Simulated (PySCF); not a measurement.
**Radial density of Ar⁺ (argon, charge +1)**

UHF, [Ne] 3s2 3p4 4s1, high-spin 4P determinant (an excited configuration). Calculation: PySCF 2.14, in aug-cc-pVQZ-DK; scalar relativity by spin-free X2C-1e.

```tsv
r (bohr)	4πr²ρ (e/bohr)	4πr²(ρα − ρβ)
0.00131	0.1016	0.0001
0.00221	0.2636	0.0001
0.00372	0.6743	0.0004
0.00625	1.672	0.0009
0.0105	3.921	0.0023
0.0177	8.359	0.0051
0.0298	15.08	0.0112
0.0501	20.61	0.0274
0.0842	18.74	0.0848
0.142	14.40	0.2497
0.238	19.78	0.3971
0.401	17.12	0.0876
0.674	5.106	0.3575
1.13	5.095	1.6367
1.91	2.297	0.8144
3.21	0.4601	0.3773
5.40	0.1358	0.1355
9.08	0.0005988	0.0006
```

Densities and radii are taken from the X2C orbitals without a picture-change correction, which distorts them close to the nucleus.

The outer electron is Rydberg-like, and this basis confines it to a smaller radius and binds it less than a complete one would.
